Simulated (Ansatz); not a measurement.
The cluster GeF₂⁻. Total charge -1; quartet. Geometry PBE-D4/def2-TZVPD; atoms count from 1.

```xyz
3

Ge    0.381   -0.440    0.716
F    -0.593    1.158    0.433
F     0.212   -0.718   -1.149
```

The highest occupied level of the charge -1 quartet lies above zero (up to 1.80 eV). The electron is either unbound and held by the finite basis, or the level is raised by self-interaction error. At PBE0-D4/def2-TZVPD a doublet of charge -1 lies 4.85 eV below the quartet, each at its own geometry. The structure comes from a short search, and lower isomers may exist.

Problem. Estimate the Mulliken populations from the PBE0/def2-TZVPD orbitals of Ansatz.

Solution. 
| atom | charge (e) | spin (α − β) |
| --- | --- | --- |
| Ge1 | -0.03 | 2.58 |
| F2 | -0.48 | 0.21 |
| F3 | -0.48 | 0.21 |
Mulliken values depend strongly on the basis. With diffuse functions, as here, like atoms can get unlike values, and bond orders can come out too low or too high.

Problem. Where does the spin sit?

Solution. Summed by element: Ge 2.58, F 0.42, of 3 unpaired in all. Largest on single atoms: Ge1 2.58, F3 0.21, F2 0.21.

Problem. And the Mayer bond orders between heavy atoms (over 0.3)?

Solution. Ge1–F2 0.76 (1.89 Å); Ge1–F3 0.76 (1.89 Å).
